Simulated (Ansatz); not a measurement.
Br₂Si, SMILES Br[Si]Br (connectivity only; charge and spin as stated), charge -1, multiplicity 2.

Geometry: PBE0-D3(BJ)/def2-SVPD. The spin state was assumed, not searched. The isomer is the one that the SMILES or the coordinates give; other isomers of the formula were not compared.

Two levels are set side by side: PBE/def2-SVPD (Ansatz, a first-principles code) and PBE0/def2-SVPD (Ansatz). Energy differences of separate SCF runs at the same geometry; the states with an electron removed or added have multiplicity 1. Differences are taken from unrounded values.

```csv
quantity,PBE0,PBE,PBE minus PBE0
vertical ionisation energy (eV),1.91,1.71,-0.19
```
